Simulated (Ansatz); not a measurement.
Isomers of TiO3F3H6 (doublet), relaxed with PBE-D4/def2-SVP; total energies from Ansatz at RPA@PBE/def2-TZVP.

| isomer | description | energy (Eh) |
| --- | --- | --- |
| A | mer-TiF3(H2O)3 (TiO₃F₃H₆) | -1378.01914 |
| B | fac-TiF3(H2O)3 (TiO3F3H6) | -1378.01659 |

Correlated methods freeze 11 core orbitals; core or outer-core shells of Ti are correlated, in sets that lack core-valence functions.

**Question.** Work out the relative energies (1 Eh = 2625.5 kJ/mol) and the Boltzmann populations at 800 K from electronic energies alone (R = 8.314 J/mol/K).

**Answer.** ΔE: A 0.0, B 6.7 kJ/mol. RT = 6.65 kJ/mol. Factors exp(−ΔE/RT): A 1, B 0.365; sum 1.365. Populations: A 73.3 %, B 26.7 %. Zero-point energy, vibrational entropy and symmetry numbers are left out and can shift these; an error of 4 kJ/mol changes a ratio by a factor of 1.8. Over the other density-functional and correlated levels in def2 sets, the gap between A and B ranges from 1 to 9 kJ/mol.
